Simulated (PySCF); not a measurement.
SMILES S[CH]C (C₂H₅S), doublet, B3LYP/def2-SVP optimised geometry.

```
8

C      0.85     0.56     0.56
C      0.02    -0.55     0.00
S     -1.72    -0.55     0.00
H      0.81     0.61     1.67
H      1.90     0.44     0.28
H      0.51     1.55     0.19
H      0.45    -1.55    -0.12
H     -1.90     0.80     0.00
```

Density from PySCF 2.14.0 with unrestricted B3LYP/def2-TZVP at that geometry.

Minimum of the electron density along straight lines between bonded atoms, close to the bond critical point (lines longer than 1.1 times the sum of covalent radii, or with two minima, are not listed):

```csv
bond,length / Å,ρ at the minimum / e bohr⁻³,∇²ρ there / e bohr⁻⁵,position (fraction from the first atom)
C1–C2,1.491,0.260,…,0.49
C2–S3,1.745,0.205,…,0.47
C1–H4,1.110,0.266,-0.88,0.64
C1–H5,1.102,0.273,-0.92,0.64
C1–H6,1.105,0.270,-0.90,0.64
C2–H7,1.094,0.278,-0.95,0.65
S3–H8,1.356,0.213,-0.61,0.64
```

Fill in the missing entries.


- C1–C2, ∇²ρ there / e bohr⁻⁵: -0.67
- C2–S3, ∇²ρ there / e bohr⁻⁵: -0.39
